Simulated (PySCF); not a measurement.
From one molecule to another.

First species: C5H4F3PS.
Numbering: `[F:1][C:2]([F:3])([F:4])[C:5]1=[CH:6][P@@H:7](=[S:8])[CH:9]=[CH:10]1` (hydrogens: H11 on C6; H12 on P7; H13 on C9; H14 on C10)

Second species: C5H8F3NSi.
Structure used (GFN2-xTB), in Å, numbered top down from 1:
```
atom  x, y, z in Å
C1     3.638   -0.377   -1.051
C2     2.657   -0.700   -0.446
C3     1.447   -1.006    0.296
N4     0.550    0.140    0.396
Si5   -0.652    0.566   -0.748
C6    -1.748    1.899    0.014
C7    -1.740   -1.048   -0.909
F8    -2.123   -1.559    0.279
F9    -2.876   -0.831   -1.604
F10   -1.110   -2.059   -1.553
H11    4.505   -0.131   -1.587
H12    1.718   -1.331    1.308
H13    0.922   -1.824   -0.198
H14    0.994    0.899    0.894
H15   -0.263    0.838   -2.139
H16   -2.080    1.623    1.012
H17   -1.218    2.842    0.088
H18   -2.631    2.064   -0.593
```

Levels: PBE0/pcSseg-1 for dipole moment, HOMO energy, LUMO energy and HOMO–LUMO gap; GFN2-xTB for rotational constant A and rotational constant C. Geometries: GFN2-xTB. All species are isolated and taken at one optimised geometry, non-relativistic unless stated. Electronic properties by PySCF.

Dipoles, sizes and rotational constants follow the conformer. The torsions of the flexible species, by atom-mapped SMILES:
- `[F:1][C:2]([F:3])([F:4])[C:5]1=[CH:6][P@@H:7](=[S:8])[CH:9]=[CH:10]1`: F1–C2–C5–C6 118°
- `[CH:1]#[C:2][CH2:3][NH:4][Si@H:5]([CH3:6])[C:7]([F:8])([F:9])[F:10]`: C2–C3–N4–Si5 88°, C3–N4–Si5–C6 169°, N4–Si5–C7–F8 49°

**Question.** Which of the two has the higher HOMO energy, and by how much?

**Answer.** The first: -7.09 eV against -7.45 eV, a difference of 0.36 eV.

**Question.** Which has the higher dipole moment?

**Answer.** The second: 3.30 D against 3.06 D, a difference of 0.24 D.

**Question.** Which has the higher LUMO energy?

**Answer.** The second: 0.49 eV against -2.89 eV, a difference of 3.38 eV.

**Question.** Which of the two has the higher rotational constant A, and by how much?

**Answer.** The first: 2.348 GHz against 1.665 GHz, a difference of 0.683 GHz.

**Question.** Which has the higher rotational constant C?

**Answer.** The second: 0.591 GHz against 0.473 GHz, a difference of 0.118 GHz.

**Question.** Which has the higher HOMO–LUMO gap?

**Answer.** The second: 7.94 eV against 4.20 eV, a difference of 3.74 eV.

On the first: The dipole equals about 10.2 × 10⁻³⁰ C·m (1 D = 3.33564 × 10⁻³⁰ C·m). A dipole of 3.06 D is allowed in C1, and pure rotational transitions are dipole-allowed.

On the second: The dipole equals about 11.0 × 10⁻³⁰ C·m (1 D = 3.33564 × 10⁻³⁰ C·m).
